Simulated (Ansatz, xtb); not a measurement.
Pulling on the B1–H3 bond in ammonia borane (SMILES [BH3-][NH3+]) (multiplicity 1 held, fragments rigid). Energies count from the point at 1.208 Å.
Geometry at that point (charge 0, multiplicity 1):
```xyz
8

B     -0.920     0.132    -0.020
N      0.721    -0.103     0.015
H     -1.325    -0.622    -0.873
H     -1.062     1.299    -0.298
H     -1.299    -0.150     1.093
H      0.945    -1.067     0.244
H      1.158     0.494     0.711
H      1.137     0.110    -0.886
```

Active spaces are followed from a long bond inwards. Curves can end on different states.

Frozen-core correlation.

The values were computed with Ansatz (a quantum-chemistry and plane-wave program) with Gaussian orbitals; xtb for the GFN methods.  The GFN methods have no spin term and hold the electronic entropy of 300 K.

Energies in kcal/mol.

| R (Å) | GFN2-xTB | CASSCF(2,2)/cc-pVDZ | FIC-MRCISD on CASSCF(2,2)/cc-pVDZ | FIC-MRCISD+Q on CASSCF(2,2)/cc-pVDZ |
|---|---|---|---|---|
| 0.967 | 21.5 | 28.3 | 26.8 | 26.6 |
| 1.087 | 3.1 | 6.9 | 6.1 | 6.0 |
| 1.208 | 0.0 | 0.0 | 0.0 | 0.0 |
| 1.329 | 3.5 | 1.1 | 1.9 | 2.0 |
| 1.450 | 9.7 | 6.4 | 8.2 | 8.4 |
| 1.631 | 21.3 | 18.0 | 21.1 | 21.6 |
| 1.812 | 34.1 | 30.6 | 35.1 | 35.8 |
| 2.114 | 54.6 | 50.1 | 56.3 | 57.3 |
| 2.416 | 72.0 | 65.8 | 73.2 | 74.3 |
| 2.779 | 88.1 | 79.2 | 87.3 | 88.6 |
| 3.262 | 101.7 | 89.0 | 97.6 | 98.9 |
| 3.866 | 109.7 | 93.3 | 102.1 | 103.5 |
